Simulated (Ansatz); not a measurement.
Si19H28, a nanocrystal cut from cubic silicon, relaxed as a singlet with RKS PBE-D4/def2-SVP in Ansatz, starting from the GFN2-xTB geometry. Force threshold 0.03 eV/Å.

Single mean-field runs in def2-SVP are fitted with def2-universal-jkfit.

Start:

| atom | x (Å) | y (Å) | z (Å) |
| --- | --- | --- | --- |
| Si1 | 0.734 | -3.475 | 1.992 |
| Si2 | 1.180 | -3.449 | -1.819 |
| Si3 | -1.488 | -0.791 | 3.707 |
| Si4 | -0.849 | -0.635 | -0.105 |
| Si5 | -3.239 | 1.889 | 1.592 |
| Si6 | 0.676 | 2.035 | 2.015 |
| Si7 | -2.787 | 1.917 | -2.265 |
| Si8 | 2.861 | -0.606 | 0.330 |
| Si9 | 1.120 | 2.061 | -1.778 |
| Si10 | -0.596 | -0.739 | -3.958 |
| Si11 | 0.119 | -2.441 | 3.973 |
| Si12 | 1.027 | -2.100 | 0.104 |
| Si13 | 1.032 | -2.387 | -3.875 |
| Si14 | 2.616 | 0.751 | 2.215 |
| Si15 | -1.252 | 0.655 | 1.864 |
| Si16 | -0.790 | 0.685 | -2.094 |
| Si17 | -3.485 | 3.077 | -0.384 |
| Si18 | 0.890 | 3.392 | 0.127 |
| Si19 | 3.054 | 0.775 | -1.543 |
| H20 | 1.928 | -4.314 | 2.180 |
| H21 | -0.306 | -4.454 | 1.633 |
| H22 | 0.087 | -4.432 | -1.724 |
| H23 | 2.388 | -4.287 | -1.740 |
| H24 | -2.803 | -1.440 | 3.560 |
| H25 | -1.645 | -0.001 | 4.938 |
| H26 | -2.028 | -1.519 | -0.248 |
| H27 | -4.346 | 0.921 | 1.693 |
| H28 | -3.448 | 2.756 | 2.763 |
| H29 | 0.520 | 2.881 | 3.214 |
| H30 | -3.840 | 0.955 | -2.634 |
| H31 | -2.724 | 2.801 | -3.440 |
| H32 | 4.082 | -1.423 | 0.466 |
| H33 | 1.242 | 2.925 | -2.968 |
| H34 | -1.907 | -1.390 | -4.122 |
| H35 | -0.472 | 0.066 | -5.184 |
| H36 | -0.269 | -3.419 | 5.003 |
| H37 | 1.318 | -1.820 | 4.556 |
| H38 | 0.893 | -3.351 | -4.979 |
| H39 | 2.332 | -1.762 | -4.162 |
| H40 | 2.589 | -0.053 | 3.441 |
| H41 | 3.797 | 1.605 | 2.409 |
| H42 | -2.685 | 4.306 | -0.280 |
| H43 | -4.852 | 3.602 | -0.540 |
| H44 | -0.257 | 4.299 | 0.000 |
| H45 | 2.024 | 4.317 | 0.267 |
| H46 | 3.311 | -0.013 | -2.755 |
| H47 | 4.247 | 1.629 | -1.450 |

Question: Estimate the energy that the relaxation releases and the steps that it takes.

Answer: 72.9 kJ/mol, in 6 steps; 20 s on 2 threads of AMD EPYC 7R13 on a shared host and a share (18 GiB) of an NVIDIA H100 80GB HBM3. The force fell under the threshold at step 4, but the optimiser went on and released 0.004 eV more. No frequencies were taken in this run, so the end may be a saddle point.

Question: Does the start keep its bonding and symmetry?

Answer: By distances, no bond broke or formed. The bond that changes most is Si4–Si12, from 2.39 to 2.35 Å (atoms count from 1). Point group C3v at the start, C3v at the end, both within 0.05 Å.

Question: Predict the relaxed structure.

Answer: 
Cartesian coordinates in Å:
```
Si 0.691 -3.478 1.950
Si 1.127 -3.451 -1.787
Si -1.526 -0.799 3.662
Si -0.979 -0.734 -0.119
Si -3.243 1.828 1.586
Si 0.627 2.008 2.023
Si -2.795 1.855 -2.263
Si 2.826 -0.650 0.325
Si 1.072 2.034 -1.797
Si -0.644 -0.746 -3.925
Si 0.220 -2.351 3.963
Si 0.954 -2.049 0.097
Si 1.128 -2.295 -3.840
Si 2.623 0.767 2.198
Si -1.242 0.604 1.792
Si -0.798 0.631 -2.021
Si -3.365 3.135 -0.370
Si 0.913 3.383 0.129
Si 3.057 0.792 -1.525
H 1.919 -4.340 2.110
H -0.477 -4.387 1.648
H -0.075 -4.364 -1.774
H 2.362 -4.310 -1.674
H -2.801 -1.578 3.443
H -1.701 0.036 4.906
H -2.183 -1.637 -0.265
H -4.373 0.829 1.543
H -3.439 2.696 2.805
H 0.450 2.866 3.254
H -3.903 0.856 -2.494
H -2.708 2.740 -3.482
H 4.066 -1.504 0.463
H 1.181 2.909 -3.025
H -1.934 -1.527 -4.014
H -0.532 0.106 -5.165
H -0.194 -3.361 5.007
H 1.454 -1.650 4.463
H 0.967 -3.290 -4.965
H 2.442 -1.588 -4.034
H 2.675 -0.013 3.486
H 3.784 1.734 2.188
H -2.449 4.323 -0.255
H -4.775 3.650 -0.530
H -0.200 4.390 0.006
H 2.213 4.138 0.286
H 3.406 0.031 -2.777
H 4.182 1.758 -1.234
```
Bond lengths: 24 × Si–Si 2.35 to 2.36 Å; 28 × H–Si 1.50 to 1.51 Å.
